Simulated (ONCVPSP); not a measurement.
## Zr (Z = 40): one change to an ONCV potential, before and after

| Item | Value |
| --- | --- |
| Element | zirconium |
| Generator | ONCVPSP 4.0.1 |
| Type | optimised norm-conserving Vanderbilt (ONCV) |
| Functional | BLYP |
| Relativity | scalar-relativistic |
| Frozen core | [Kr] |
| Valence charge | 4 |
| Reference configuration | 4d2 5s1.75 (charge +0.25) |
| Partial waves | 5s: rc 3.10 bohr, ncon 5, nbas 9, qcut 1.7 1/bohr, 2 projectors, debl 3.3 Ha; p scattering state at 0.33 Ha: rc 3.05 bohr, ncon 3, nbas 8, qcut 2.2 1/bohr, 2 projectors, debl 1 Ha; 4d: rc 2.10 bohr, ncon 4, nbas 7, qcut 4.7 1/bohr, 3 projectors, debl 0.6 Ha |
| Local potential | polynomial inside 1.45 bohr (lpopt 5, dvloc0 6 Ha) |
| Core correction | Teter function fitted to the true core (icmod 2), fcfact 0.5 |

In the p channel the program set the typed energies aside and used 0.050, 1.050 Ha.

All-electron outer shells of the reference configuration (BLYP, scalar-relativistic, ld1.x):

```csv
shell,level (eV),outermost node (bohr),outermost maximum (bohr)
4p,-33.79,0.56,1.17
5s,-5.64,1.46,3.08
4d,-4.93,0.58,1.61
```

Change: local potential polynomial inside 1.45 bohr (lpopt 5, dvloc0 -2 Ha).

Cutoffs: the cutoffs (Ha) at which the residual kinetic energy of the hardest occupied pseudo-wave falls to 1 and 0.1 mHa per electron; they do not see the model core or the augmentation charge, which bear on the density cutoff. Errors are all-electron minus pseudo energies relative to the spin-unpolarised reference configuration.

**Question.** How do hardness, ghosts and transferability respond?

**Answer.** The potential gets neither clearly harder nor softer (14 Ha and 35 Ha → 14 Ha and 35 Ha); the bound ghosts move from d to p, s; of the 4 tests that both files solve, the error grows in 1 and shrinks in 0 by more than 15 % and 0.3 meV (median size 1.7 → 1.8 meV); the range in which the d phases agree narrows (upper end at the end of the scan → 2.5). In the separable form a ghost depends on how the local part lies against the semilocal potential of the channel, so the choice of the local part can create or remove one.

```csv
quantity,base,changed
"cutoff, loose",14 Ha,14 Ha
"cutoff, tight",35 Ha,35 Ha
bound ghosts,d,"s, p"
GHOST(+) flags under 300 eV,"p at 44.8 eV, s at 57.5 eV","d at 72.4 eV, s at 104.4 eV"
"error for 4d2 5s2, meV [ΔE -1.24 eV]",+0.3,+0.2
"error for 4d2 5s1, meV [ΔE 5.82 eV]",-0.1,-0.4
"error for 4d2 5s0, meV [ΔE 18.86 eV]",-3.1,-3.2
"error for 4d3 5s1, meV [ΔE -0.00 eV]",-40,-41
s: phases at 3.15 bohr within 0.05 rad from the reference energy up to (Ha; the scan ends near 5),1.1,1.4
p: phases at 3.09 bohr within 0.05 rad from the reference energy up to (Ha; the scan ends near 5),1.5,n/a
d: phases at 2.13 bohr within 0.05 rad from the reference energy up to (Ha; the scan ends near 5),to the end of the scan,2.5
"rms error of d²Exc/dni dnj with the model core, mHa",3.30,3.30
```

 A true bound ghost makes a file unfit for plane-wave use even where its test errors are small: the radial tests pick states by their node count and pass the ghost by.
